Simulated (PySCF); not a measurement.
Species: C3H8BNO3.
Atom-mapped SMILES: `[CH3:1][O:2][B:3]([NH:4][CH:5]=[O:6])[O:7][CH3:8]` (hydrogens: H9, H10, H11 on C1; H12 on N4; H13 on C5; H14, H15, H16 on C8)

Geometry (PBE0-D3(BJ)/def2-SVP, Å), atoms numbered from 1 in this order:
```xyz
16
C3H8BNO3 angstrom
C     -1.0572    1.7861    0.2756
O      0.0750    0.9509    0.2924
B      0.2608   -0.3388   -0.0341
N     -0.6777   -1.3353   -0.5582
C     -1.9825   -1.3464   -0.9546
O     -2.7660   -0.4276   -0.9399
O      1.5027   -0.8818    0.1311
C      2.5674   -0.1228    0.6400
H     -1.2598    2.1292    1.3023
H     -0.8310    2.6713   -0.3389
H     -1.9418    1.2743   -0.1251
H     -0.2207   -2.2346   -0.6785
H     -2.2889   -2.3546   -1.3263
H      3.3487   -0.8144    0.9869
H      2.9994    0.5294   -0.1377
H      2.2512    0.5161    1.4794
```

Method: TDDFT CAM-B3LYP/def2-SVPD, vertical, gas phase, core orbitals frozen in the response in PySCF.

Ground-to-excited transition dipoles (e·a0, same axes as the geometry; the sign carries no meaning), for the states with f of 0.002 or more among the lowest 9:

```tsv
state	E (hartree)	μx	μy	μz
S2	0.2569	1.017	0.248	0.353
S3	0.2671	-0.001	0.055	-0.201
S4	0.2730	0.802	-0.146	0.188
S6	0.2935	0.596	-0.271	0.043
S7	0.2995	-0.086	0.357	0.165
S8	0.2996	0.023	0.445	0.113
S9	0.3036	0.049	0.138	-0.128
```

Task: Work out the oscillator strengths.

Result: f = (2/3) ΔE |μ|² with ΔE in hartree (27.2114 eV).

| state | \|μ\|² (au) | \|μ\| (D) | f |
| --- | --- | --- | --- |
| S2 | 1.221 | 2.81 | 0.209 |
| S3 | 0.043 | 0.53 | 0.008 |
| S4 | 0.700 | 2.13 | 0.127 |
| S6 | 0.431 | 1.67 | 0.084 |
| S7 | 0.162 | 1.02 | 0.032 |
| S8 | 0.211 | 1.17 | 0.042 |
| S9 | 0.038 | 0.49 | 0.008 |

Task: Which bond between heavy atoms lies closest to the direction of the S2 transition dipole?

Result: N4–C5, at 13° from it; next O7–C8 at 21°.

Task: What angle do the transition dipoles of S7 and S8 make?

Result: |cos θ| = |μa·μb| / (|μa| |μb|) = 0.95, so θ ≈ 18° (taken between 0 and 90°, since the signs are arbitrary).

Task: What peak molar absorption coefficient would the strongest computed level give as a lone Gaussian band 0.3 eV wide at half height?

Result: ε(max) = 2.175×10⁸ f / FWHM, with the width in cm⁻¹. S2: 2.175×10⁸ × 0.2092 / 2420 ≈ 19000 L mol⁻¹ cm⁻¹.

All these states lie below the vertical ionisation energy of 10.09 eV (ΔSCF).

One conformer stands for the species.
